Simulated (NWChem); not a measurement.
System: CH5ClGaN; SMILES [CH3][Ga]([NH2])[Cl]

The following NWChem deck was run.

```
start job
memory heap 200 mb stack 900 mb global 1100 mb
geometry units angstroms noautoz
  Ga    -0.039824    -0.366628    -0.067346
  Cl     0.234637     1.767381    -0.330679
  C      1.509142    -1.544788     0.004626
  H      2.087503    -1.455338    -0.926925
  H      1.214286    -2.594831     0.141920
  H      2.164401    -1.246350     0.836409
  N     -1.779112    -0.822805     0.061501
  H     -2.120140    -1.767281     0.187451
  H     -2.530322    -0.145558     0.014128
end
basis spherical
  * library aug-cc-pvdz
end
dft
  xc hfexch
  iterations 150
  mulliken
end
task dft energy
```

Excerpt of the output:

```
             Northwest Computational Chemistry Package (NWChem) 7.3.0
             --------------------------------------------------------

 CS  symmetry detected

                             Geometry "geometry" -> ""
                             -------------------------

 Output coordinates in angstroms (scale by  1.889725989 to convert to a.u.)

  No.       Tag          Charge          X              Y              Z
 ---- ---------------- ---------- -------------- -------------- --------------
    1 Ga                  31.0000    -0.02728355    -0.31677608     0.00000000
    2 Cl                  17.0000     0.14392045     1.84409336     0.00000000
    3 C                    6.0000     1.57787787    -1.41949700     0.00000000
    4 H                    1.0000     2.18503595    -1.19164578    -0.88866953
    5 H                    1.0000     1.33387563    -2.49133759     0.00000000
    6 H                    1.0000     2.18503595    -1.19164578     0.88866953
    7 N                    7.0000    -1.74369688    -0.86790859     0.00000000
    8 H                    1.0000    -2.03891755    -1.83591849     0.00000000
    9 H                    1.0000    -2.52727665    -0.22663883     0.00000000

 Effective nuclear repulsion energy (a.u.)     350.0451252694

      Symmetry information
      --------------------

 Group name             Cs
 Group number              2
 Group order               2
 No. of unique centers     8

  xc_inp: hfexch multiplicative factor not found.

                                 NWChem DFT Module
                                 -----------------

 Summary of "ao basis" -> "ao basis" (spherical)
 ------------------------------------------------------------------------------
       Tag                 Description            Shells   Functions and Types
 ---------------- ------------------------------  ------  ---------------------
 Ga                       aug-cc-pvdz               14       36   6s5p3d
 Cl                       aug-cc-pvdz               11       27   5s4p2d
 C                        aug-cc-pvdz                9       23   4s3p2d
 H                        aug-cc-pvdz                5        9   3s2p
 N                        aug-cc-pvdz                9       23   4s3p2d

      Symmetry analysis of basis
      --------------------------

        a'        106
        a"         48

            General Information
            -------------------
          SCF calculation type: DFT
          Wavefunction type:  closed shell.
          No. of atoms     :     9
          No. of electrons :    66
           Alpha electrons :    33
            Beta electrons :    33
          Charge           :     0
          Spin multiplicity:     1
          Use of symmetry is: on ; symmetry adaption is: on
          Maximum number of iterations: 150
          AO basis - number of functions:   154
                     number of shells:    68
          Convergence on energy requested:  1.00D-06
          Convergence on density requested:  1.00D-05
          Convergence on gradient requested:  5.00D-04

              XC Information
              --------------
                     Hartree-Fock (Exact) Exchange  1.000

      Superposition of Atomic Density Guess
      -------------------------------------

 Sum of atomic energies:       -2477.13679120

      Non-variational initial energy
      ------------------------------

 Total energy =   -2478.624193
 1-e energy   =   -4142.721504
 2-e energy   =    1314.052186
 HOMO         =      -0.358810
 LUMO         =      -0.023541

      Symmetry analysis of molecular orbitals - initial
      -------------------------------------------------

  Numbering of irreducible representations:

     1 a'          2 a"

  Orbital symmetries:

     1 a'          2 a'          3 a'          4 a'          5 a'
     6 a"          7 a'          8 a'          9 a'         10 a'
    11 a'         12 a"         13 a'         14 a'         15 a'
    16 a"         17 a'         18 a'         19 a'         20 a"
    21 a"         22 a'         23 a'         24 a'         25 a'
    26 a'         27 a'         28 a"         29 a'         30 a"
    31 a'         32 a'         33 a"         34 a'         35 a"
    36 a'         37 a'         38 a"         39 a'         40 a'
    41 a'         42 a"         43 a'

     ---------------------------------------------
      Total Density - Mulliken Population Analysis
     ---------------------------------------------

    Atom       Charge   Shell Charges
 -----------   ------   -------------------------------------------------------
    1 Ga  31    29.17   2.00  2.00  2.02  0.66  0.00 -0.07  6.00  6.01  0.64 -0.22 -0.00  9.95  0.22 -0.03
    2 Cl  17    17.65   2.00  2.01  0.96  0.96  0.06  6.00  3.19  2.35  0.09  0.01  0.01
    3 C    6     6.19   2.01  0.73  0.36  0.07  2.08  0.88  0.06  0.02 -0.01
    4 H    1     1.03   0.67  0.32  0.01  0.03 -0.01
    5 H    1     1.09   0.68  0.37  0.02  0.03 -0.01
    6 H    1     1.03   0.67  0.32  0.01  0.03 -0.01
    7 N    7     8.08   2.00  0.79  0.70  0.21  2.62  1.58  0.19  0.01 -0.02
    8 H    1     0.88   0.64  0.19  0.00  0.05 -0.00
    9 H    1     0.88   0.65  0.19  0.00  0.05 -0.01

   convergence    iter        energy       DeltaE   RMS-Dens  Diis-err
 ---------------- ----- ----------------- --------- --------- ---------
 d= 0,ls=0.0,diis     1  -2477.9943691158 -2.83D+03  4.87D-03  4.36D-01
 d= 0,ls=0.0,diis     2  -2478.0450755396 -5.07D-02  1.35D-03  1.05D-01
 d= 0,ls=0.0,diis     3  -2478.0573387640 -1.23D-02  6.04D-04  4.95D-03
 d= 0,ls=0.0,diis     4  -2478.0582704764 -9.32D-04  1.25D-04  3.53D-04
 d= 0,ls=0.0,diis     5  -2478.0583332801 -6.28D-05  3.84D-05  1.62D-05
  Resetting Diis
 d= 0,ls=0.0,diis     6  -2478.0583389557 -5.68D-06  1.44D-05  1.32D-06
 d= 0,ls=0.0,diis     7  -2478.0583394548 -4.99D-07  4.09D-06  1.56D-07

         Total DFT energy =    -2478.058339454846
      One electron energy =    -4146.701616386919
           Coulomb energy =     1433.366148610075
    Exchange-Corr. energy =     -114.767996947417
 Nuclear repulsion energy =      350.045125269415

 Numeric. integr. density =        0.000000000000

                  Occupations of the irreducible representations
                  ----------------------------------------------

                     irrep           alpha         beta
                     --------     --------     --------
                     a'               25.0         25.0
                     a"                8.0          8.0

                       DFT Final Molecular Orbital Analysis
                       ------------------------------------

 Vector   31  Occ=2.000000D+00  E=-4.489509D-01  Symmetry=a"
              MO Center=  2.7D-02,  1.5D+00,  1.3D-15, r^2= 2.0D+00
   Bfn.  Coefficient  Atom+Function         Bfn.  Coefficient  Atom+Function
  ----- ------------  ---------------      ----- ------------  ---------------
    47      0.554681  2 Cl pz                50      0.456184  2 Cl pz
   120      0.133249  7 N  pz               123      0.107478  7 N  pz
    15      0.080234  1 Ga pz                53      0.042949  2 Cl pz
    23     -0.042303  1 Ga d -1              70     -0.036440  3 C  pz
    18      0.031165  1 Ga pz                28      0.030582  1 Ga d -1

 Vector   32  Occ=2.000000D+00  E=-4.234904D-01  Symmetry=a'
              MO Center=  5.3D-01,  3.6D-01,  5.0D-15, r^2= 4.2D+00
   Bfn.  Coefficient  Atom+Function         Bfn.  Coefficient  Atom+Function
  ----- ------------  ---------------      ----- ------------  ---------------
    45      0.396041  2 Cl px                48      0.314816  2 Cl px
    68      0.248617  3 C  px                 5     -0.198801  1 Ga s
    46     -0.178454  2 Cl py                69     -0.179045  3 C  py
    13     -0.174803  1 Ga px                49     -0.137950  2 Cl py
    14      0.125535  1 Ga py                16     -0.125781  1 Ga px

 Vector   33  Occ=2.000000D+00  E=-4.019004D-01  Symmetry=a"
              MO Center= -1.5D+00, -6.5D-01, -7.1D-17, r^2= 1.9D+00
   Bfn.  Coefficient  Atom+Function         Bfn.  Coefficient  Atom+Function
  ----- ------------  ---------------      ----- ------------  ---------------
   120      0.526151  7 N  pz               123      0.429217  7 N  pz
    47     -0.173049  2 Cl pz                50     -0.145724  2 Cl pz
   126      0.095783  7 N  pz                15      0.083488  1 Ga pz
    25     -0.069179  1 Ga d  1              30      0.040704  1 Ga d  1
    23      0.034288  1 Ga d -1              18      0.031251  1 Ga pz

 Vector   34  Occ=0.000000D+00  E= 2.678043D-02  Symmetry=a'
              MO Center= -5.6D-01, -2.6D+00, -5.4D-16, r^2= 1.8D+01
   Bfn.  Coefficient  Atom+Function         Bfn.  Coefficient  Atom+Function
  ----- ------------  ---------------      ----- ------------  ---------------
    67      2.690467  3 C  s                  6     -1.439727  1 Ga s
     5     -1.021747  1 Ga s                117      0.914913  7 N  s
    20      0.600794  1 Ga py                89     -0.554528  4 H  s
   107     -0.554528  6 H  s                 98     -0.527991  5 H  s
    41      0.523720  2 Cl s                 19      0.492716  1 Ga px

 Vector   35  Occ=0.000000D+00  E= 3.161304D-02  Symmetry=a'
              MO Center= -3.0D-01,  7.4D-02, -2.7D-16, r^2= 3.8D+01
   Bfn.  Coefficient  Atom+Function         Bfn.  Coefficient  Atom+Function
  ----- ------------  ---------------      ----- ------------  ---------------
    19      2.504607  1 Ga px               148      1.557202  9 H  s
     6      1.523324  1 Ga s                 89     -1.270043  4 H  s
   107     -1.270043  6 H  s                 20     -0.867907  1 Ga py
    98     -0.483125  5 H  s                 74      0.432204  3 C  px
    67      0.369006  3 C  s                139     -0.365172  8 H  s

 Vector   36  Occ=0.000000D+00  E= 3.481027D-02  Symmetry=a"
              MO Center= -1.3D-01, -3.9D-01,  2.9D-16, r^2= 2.9D+01
   Bfn.  Coefficient  Atom+Function         Bfn.  Coefficient  Atom+Function
  ----- ------------  ---------------      ----- ------------  ---------------
    21      1.332218  1 Ga pz                76     -0.372481  3 C  pz
   126     -0.289156  7 N  pz                53     -0.271432  2 Cl pz
    18      0.194728  1 Ga pz                88     -0.149952  4 H  s
   106      0.149952  6 H  s                 73     -0.142541  3 C  pz
    89     -0.081154  4 H  s                107      0.081154  6 H  s

     ---------------------------------------------
      Total Density - Mulliken Population Analysis
     ---------------------------------------------

    Atom       Charge   Shell Charges
 -----------   ------   -------------------------------------------------------
    1 Ga  31    29.19   2.00  2.00  2.02  0.60 -0.23 -0.12  6.00  6.00  0.91 -0.23 -0.00  9.96  0.31 -0.04
    2 Cl  17    17.62   2.00  2.01  0.92  1.00  0.12  6.00  3.04  2.39  0.12  0.01  0.02
    3 C    6     5.95   2.01  0.64  0.29  0.04  2.02  0.87  0.04  0.03  0.00
    4 H    1     1.12   0.74  0.33  0.02  0.03 -0.00
    5 H    1     1.18   0.75  0.37  0.03  0.03 -0.01
    6 H    1     1.12   0.74  0.33  0.02  0.03 -0.00
    7 N    7     7.80   2.00  0.71  0.70  0.27  2.38  1.54  0.21  0.01 -0.03
    8 H    1     1.03   0.75  0.19  0.01  0.06  0.02
    9 H    1     1.00   0.75  0.18  0.00  0.06  0.02

     -------------------------------------------
      Total Density - Lowdin Population Analysis
     -------------------------------------------

    Atom       Charge   Shell Charges
 -----------   ------   -------------------------------------------------------
    1 Ga  31    30.29   2.00  1.98  1.65  0.53  0.16  0.04  6.00  5.80  0.87  0.34  0.03  9.82  0.71  0.38
    2 Cl  17    17.04   2.00  1.77  0.99  0.76  0.16  5.96  2.92  2.15  0.27  0.01  0.06
    3 C    6     6.02   1.86  0.48  0.27  0.07  1.75  1.16  0.14  0.08  0.22
    4 H    1     1.09   0.55  0.18  0.03  0.07  0.26
    5 H    1     1.10   0.55  0.19  0.03  0.07  0.26
    6 H    1     1.09   0.55  0.18  0.03  0.07  0.26
    7 N    7     7.09   1.89  0.60  0.39  0.08  2.15  1.55  0.23  0.03  0.17
    8 H    1     1.14   0.52  0.15  0.02  0.14  0.30
    9 H    1     1.13   0.52  0.15  0.02  0.14  0.30

     Multipole analysis of the density
     ---------------------------------

     L   x y z        total         alpha         beta         nuclear
     -   - - -        -----         -----         ----         -------
     0   0 0 0     -0.000000    -33.000000    -33.000000     66.000000

     1   1 0 0     -0.099657     -0.049829     -0.049829     -0.000000
     1   0 1 0     -1.178709     -0.589354     -0.589354     -0.000000
     1   0 0 1      0.000000      0.000000      0.000000      0.000000

     2   2 0 0    -30.289684   -119.543197   -119.543197    208.796710
     2   1 1 0      0.048902      4.095545      4.095545     -8.142188
     2   1 0 1     -0.000000     -0.000000     -0.000000      0.000000
     2   0 2 0    -33.765626   -178.926599   -178.926599    324.087573
     2   0 1 1     -0.000000     -0.000000     -0.000000      0.000000
     2   0 0 2    -31.266925    -18.453652    -18.453652      5.640378
```

Level: Hartree-Fock/aug-cc-pVDZ. All runs use the structure optimised with PBE0/def2-SVP.
